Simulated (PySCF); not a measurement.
Se(Et)(GeH3) (C2H8GeSe), SMILES CC[Se][GeH3].

Geometry: PBE0-D3(BJ)/def2-SVP. The structure was generated by enumeration, and PubChem lists no compound with its InChIKey, so it may never have been made. One conformer was computed; it need not be the lowest.

The numbers are results of TDDFT-CAM-B3LYP/def2-SVPD (PySCF), not measurements.

Vertical excitations. 

Problem. Estimate the UV-visible absorptions. (An estimate is asked for; the answer gives what the named calculation found.)

Solution. 
| state | energy (eV) | λ (nm) | f | main pairs |
|---|---|---|---|---|
| S1 | 4.73 | 262 | 0.007 | HOMO→LUMO 82 % |
| S2 | 5.43 | 228 | 0.012 | HOMO→LUMO+2 82 % |
| S3 | 6.00 | 207 | 0.015 | HOMO→LUMO+1 91 % |
| S4 | 6.61 | 188 | 0.002 | HOMO→LUMO+3 69 %, HOMO→LUMO+5 20 % |
| S5 | 6.72 | 184 | 0.012 | HOMO→LUMO+6 42 %, HOMO−1→LUMO 34 %, HOMO→LUMO+4 7 % |
| S6 | 6.85 | 181 | 0.025 | HOMO→LUMO+4 48 %, HOMO→LUMO+5 14 %, HOMO→LUMO+3 13 %, HOMO→LUMO+7 12 % |
| S7 | 6.96 | 178 | 0.106 | HOMO→LUMO+5 48 %, HOMO→LUMO+4 26 %, HOMO→LUMO+3 11 % |
| S8 | 7.16 | 173 | 0.010 | HOMO→LUMO+7 39 %, HOMO→LUMO+6 18 %, HOMO−1→LUMO+2 9 %, HOMO→LUMO+4 8 % |
| S9 | 7.24 | 171 | 0.081 | HOMO−1→LUMO+2 31 %, HOMO→LUMO+7 22 %, HOMO−1→LUMO 12 %, HOMO→LUMO+6 11 % |
| S10 | 7.38 | 168 | 0.201 | HOMO−1→LUMO+2 44 %, HOMO−1→LUMO 23 %, HOMO→LUMO+6 9 % |
| T1 | 4.34 | 286 | 0 | HOMO→LUMO 79 % |
| T2 | 4.89 | 254 | 0 | HOMO→LUMO+2 73 % |
| T3 | 5.82 | 213 | 0 | HOMO→LUMO+1 83 % |
| T4 | 5.90 | 210 | 0 | HOMO−1→LUMO 77 % |
Triplets are in the Tamm–Dancoff approximation, which puts them higher than full response would, so one can lie above its singlet here.
